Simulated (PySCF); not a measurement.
What the low excited states add to the polarisability

C₆H₄NS (charge +1).
SMILES: `N#Cc1cccc[s+]1`

Method: TDDFT CAM-B3LYP/def2-SVPD, vertical, gas phase, core orbitals frozen in the response (PySCF). Isolated species at its PBE0-D3(BJ)/def2-SVP geometry, gas phase.

Computed singlets:

```json
{"state": "S1", "E (eV)": "4.41", "f": "0.159"}
{"state": "S2", "E (eV)": "5.00", "f": "0.0005"}
{"state": "S3", "E (eV)": "5.26", "f": "0.036"}
{"state": "S4", "E (eV)": "6.02", "f": "0.0020"}
{"state": "S5", "E (eV)": "6.10", "f": "0.0072"}
{"state": "S6", "E (eV)": "6.14", "f": "0.257"}
```

**Question.** Build the mean polarisability up from these states and compare it with the full response value.

**Answer.** Each state adds f / ΔE² (ΔE in hartree, 27.2114 eV).

```csv
state,f/ΔE² (au),running sum (au),running share of α (%)
S1,6.05,6.05,7.0
S2,0.01,6.06,7.1
S3,0.97,7.03,8.2
S4,0.04,7.08,8.2
S5,0.14,7.22,8.4
S6,5.05,12.27,14.3
```

The full response gives 85.88 au (12.73 Å³), so 73.6 au comes from the higher roots of the same equations.

**Question.** By how much does the contribution of these states grow at 589.3 nm?

**Answer.** With ω = 0.0773 hartree each state's term in the mean polarisability goes from f / ΔE² to f / (ΔE² − ω²); the sum over all 6 states goes from 12.27 to 14.95 au, a rise of 2.67 au. The full frequency-dependent response rises by 4.93 au, from 85.88 to 90.81 au.

The largest single term belongs to S1, although S6 has the larger f: the term falls with the square of the energy.
